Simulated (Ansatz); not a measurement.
`N#[C][GaH2]` + HBr → `[GaH2][Br]` + `C#N` at 400 K and 1 bar (ligand exchange at a Ga–C bond).

Gas-phase electronic energies from Ansatz, PBE0-D4/def2-TZVP geometries. CBS: MP2 limit from def2 TZ/QZ plus the TZ coupled-cluster correction, frozen cores. This one scheme is used for every species. For Br, Ga outer-core shells are correlated without core-valence functions, which leaves a few kJ/mol of doubt a bond. Scalar relativity is left out up to krypton.

```tsv
species	CCSD(T)/CBS energy (Eh)	H − E (kJ/mol)	S (J/(mol·K))
`N#[C][GaH2]`	-2017.86565	76.7	301.1
HBr	-2573.91920	27.6	207.2
`[GaH2][Br]`	-4498.49736	54.9	292.5
`C#N`	-93.32098	56.1	211.9
```

H − E and S are ideal-gas, rigid-rotor, harmonic terms from PBE0-D4/def2-TZVP. 1 Eh = 2625.50 kJ/mol, R = 8.31446 J/(mol·K).

By hand: ΔE, ΔH, ΔS and ΔG.

ΔE = (-4498.49736) + (-93.32098) − (-2017.86565) − (-2573.91920) = -0.03349 Eh = -87.9 kJ/mol. Δ(H − E) = 54.9 + 56.1 − 76.7 − 27.6 = 6.7, so ΔH = -81.2 kJ/mol. ΔS = 292.5 + 211.9 − 301.1 − 207.2 = -3.9 J/(mol·K). ΔG = -81.2 − 400 × (-3.9)/1000 = -79.6 kJ/mol.

By hand: the equilibrium constant, and the temperature at which ΔG would vanish if ΔH and ΔS stayed fixed.

log₁₀ K = −ΔG/(RT ln 10) = 10.4. ΔG = 0 at ΔH/ΔS = 20821 K, far beyond where these terms or the molecules hold.

The number of gas molecules stays the same, so ΔS is small and ΔH decides. A doubt of 5 kJ/mol in ΔE shifts log₁₀ K by 0.7 here. These are equilibria of isolated gas molecules and say nothing of rates. Largest T1 diagnostic: 0.014 (customary marks: 0.02 for closed shells, 0.045 for open ones).
